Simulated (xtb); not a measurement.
C₃H₁₂N₂Si, SMILES CC(C)[SiH](N)N. All values are semi-empirical tight-binding results from xtb (GFN2-xTB unless named), good for trends rather than for accurate numbers. The structure is a stationary point at GFN2-xTB. This is a generated structure with no PubChem entry under its InChIKey; it may be hypothetical. Other conformers were not sampled.

Optimised geometry:

Bonded distances (Å): C1–C2 1.524, C1–H7 1.090, C1–H8 1.087, C1–H9 1.087, C2–C3 1.526, C2–Si4 1.905, C2–H10 1.095, C3–H11 1.088, C3–H12 1.090, C3–H13 1.087, Si4–N5 1.724, Si4–N6 1.735, Si4–H14 1.471, N5–H15 1.006, N5–H16 1.007, N6–H17 1.007, N6–H18 1.007. Angles (°): C2–C1–H7 110.9, C2–C1–H8 110.8, C2–C1–H9 110.3, H7–C1–H8 108.3, H7–C1–H9 108.4, H8–C1–H9 108.1, C1–C2–C3 109.9, C1–C2–Si4 111.1, C1–C2–H10 107.6, C3–C2–Si4 112.3, C3–C2–H10 107.5, Si4–C2–H10 108.3, C2–C3–H11 110.3, C2–C3–H12 110.8, C2–C3–H13 110.9, H11–C3–H12 107.9, H11–C3–H13 108.4, H12–C3–H13 108.4, C2–Si4–N5 109.0, C2–Si4–N6 105.7, C2–Si4–H14 111.3, N5–Si4–N6 112.5, N5–Si4–H14 103.8, N6–Si4–H14 114.7, Si4–N5–H15 118.3, Si4–N5–H16 118.2, H15–N5–H16 109.4, Si4–N6–H17 118.8, Si4–N6–H18 118.2, H17–N6–H18 109.3.
Charge 0, spin multiplicity 1.

The orbital gap is 6.49 eV and the dipole moment comes out as 1.80 D. The zero-point energy is 95.7 kcal/mol, the G − E(el) at 298.15 K (modified RRHO) comes out as 74.5 kcal/mol and the static polarisability (D4 model) is 85.6 bohr³. The solvation energy, GFN2-xTB/ALPB(water) comes out as -4.1 kcal/mol and the solvation energy, GFN2-xTB/ALPB(dmf) is -7.9 kcal/mol.

Give the atomic charges and the Wiberg bond orders between heavy atoms. (The exact figures need the calculation; the answer reports its results.)

charges (e) C1 -0.10, C2 -0.11, C3 -0.10, Si4 0.51, N5 -0.41, N6 -0.41, H7 0.02, H8 0.02, H9 0.03, H10 0.00, H11 0.02, H12 0.02, H13 0.03, H14 -0.09, H15 0.14, H16 0.16, H17 0.15, H18 0.14. Bond orders C1–C2 1.03, C2–C3 1.03, C2–Si4 0.82, Si4–N5 1.11, Si4–N6 1.12.
